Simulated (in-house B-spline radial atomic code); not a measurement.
Checks on a self-consistent run for the zirconium ion Zr⁵⁺, [Ar] 3d10 4s1 4p5 7d1. Computed with an all-electron radial atomic-structure program (B-spline basis): Dirac-Hartree-Fock, average of configuration, Fermi nucleus of rms radius 4.2694 fm.

```
orbital       q      ε (Eh)     <1/r>        <r²>  small-component weight
  1s1/2       2  -668.57342     41.26  0.00185164                0.021218
  2s1/2       2   -97.85681   9.36829   0.0309704               0.0043335
  2p1/2       2   -89.52471    9.3076   0.0236203               0.0043052
  2p3/2       4   -86.34674   8.91012   0.0249896               0.0041783
  3s1/2       2   -19.63733   3.17691    0.237493               0.0011297
  3p1/2       2   -16.48775   3.06784    0.238184               0.0010738
  3p3/2       4   -15.95982   2.97584     0.24838               0.0010421
  3d3/2       4   -10.40994   2.76462    0.240227              0.00092086
  3d5/2       6   -10.31423   2.74037    0.243712              0.00091117
  4s1/2       1    -5.16185   1.16781     1.49428              0.00025488
  4p1/2  1.6667    -4.08312   1.06993     1.74589              0.00022171
  4p3/2  3.3333    -4.00137   1.04741     1.80495              0.00021595
  7d3/2     0.4    -0.50599   0.16729     80.1172              1.8341e-05
  7d5/2     0.6    -0.50518  0.166976     80.3866              1.8304e-05
```

Electron-electron repulsion V_ee = 1264.7080 hartree.

Task: What total energy follows from the eigenvalues?

Result: The eigenvalues count the repulsion twice, so E = Σqε - V_ee = -2322.722 - 1264.708 = -3587.430 hartree; the run printed -3587.430.

Task: Does the Dirac virial theorem hold?

Result: For a point nucleus E = -2c²Σq·w, with w the small-component weight. Here Σq·w = 0.095516 and c = 137.0360, so the ratio E/(-2c²Σq·w) is 1.000022; the finite nucleus accounts for the departure from 1.

Task: What diamagnetic shielding (Lamb formula) and susceptibility (Langevin formula) do the radii give?

Result: σ = (α²/3)Σq<1/r> = 214.015/(3·137.036²) = 3798.9 ppm, and χ = -0.79199×10⁻⁶·Σq<r²> = -75.46×10⁻⁶ cm³/mol with Σq<r²> = 95.28 bohr². Both are non-relativistic formulas without the paramagnetism of open shells.
